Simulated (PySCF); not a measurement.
Structure problem from calculated spectra and properties.

Elements present: C, F, H, N and Si. Monoisotopic mass: 183.0147 u.

| Quantity | Value |
| --- | --- |
| 1H NMR | chemical shifts (computed TMS as zero) by class: 5.10 (1 H), 4.92 (1 H), 4.91 (1 H), 1.19 (1 H), 1.16 (1 H), 1.11 (1 H), 0.98 (1 H), 0.06 (1 H) ppm [GIAO PBE0/pcSseg-1] |
| Rotational structure | rotational constants A, B, C: 2.202, 0.475, 0.463 GHz [PBE0-D3(BJ)/def2-SVP] |
| Polarisability | 105.7 au [CAM-B3LYP/def2-SVPD] |
| UV, first state | lowest singlet excitation: 6.32 eV (196 nm, f = 0.051) [TDDFT CAM-B3LYP/def2-SVPD] |
| Valence photoelectron | vertical ionisation energy: 9.39 eV [ΔSCF CAM-B3LYP/def2-SVPD] |
| Triplet | lowest triplet excitation (Tamm–Dancoff): 4.16 eV [TDA CAM-B3LYP/def2-SVPD] |
| Dipole | 1.62 D [CAM-B3LYP/def2-SVPD] |
| 13C NMR | chemical shifts (computed TMS as zero) by class: 171.5 (1 C), 134.2 (1 C), 6.0 (1 C), 4.4 (1 C) ppm [GIAO PBE0/pcSseg-1] |

Electronic properties: PySCF, gas phase, density fitting. Levels stand in brackets. Geometry: PBE0-D3(BJ)/def2-SVP, one conformer, isolated molecule. NMR values are class means; diastereotopic atoms form classes of their own.

Problem. Which formula fits the mass and the elements?

Solution. C4H8F3NSi2 (calculated 183.0147). No other formula that holds each of these elements comes within 0.0003 u with a fitting electron parity and a possible valence count.

Problem. Propose a structure and show how it fits.

Solution. Numbering: `[F:1][C:2]([F:3])=[C:4]([F:5])[Si@@H:6]1[CH2:7][CH2:8][SiH2:9][NH:10]1`. Its formula, C4H8F3NSi2, gives 2 degrees of unsaturation: 1 ring and 1 π bond in the structure found. 4 carbons fall into 4 classes; from least to most shielded: =CF2 carbon [C2] (171.5 ppm), vinylic C–F carbon [C4] (134.2 ppm), ring sp3 carbon bound to silicon [C8] (6.0 ppm), ring sp3 carbon bound to silicon [C7] (4.4 ppm). Hydrogen classes from least to most shielded: 1 H on an SiH silicon, Si6 (5.10 ppm), 1 H on an SiH2 silicon, Si9 (4.92 ppm), 1 H on an SiH2 silicon, Si9 (4.91 ppm), 1 H on an sp3 carbon bound to silicon, C7 (1.19 ppm), 1 H on an sp3 carbon bound to silicon, C8 (1.16 ppm), 1 H on an sp3 carbon bound to silicon, C7 (1.11 ppm), 1 H on an sp3 carbon bound to silicon, C8 (0.98 ppm), 1 H on a nitrogen bridging silicon atoms, N10 (0.06 ppm). The first electron is taken from the HOMO, whose largest Löwdin shares are 0.24 on the nitrogen bridging silicon atoms, 0.18 on the vinylic C–F carbon, 0.15 on the =CF2 carbon and 0.07 on a vinyl fluorine. The optimised geometry has point group C1 and is an asymmetric top. Structure: `FC(F)=C(F)[Si@@H]1CC[SiH2]N1`. The assignments are read from this structure; whether some other isomer fits the data as well wasn't checked. The mirror image fits equally.
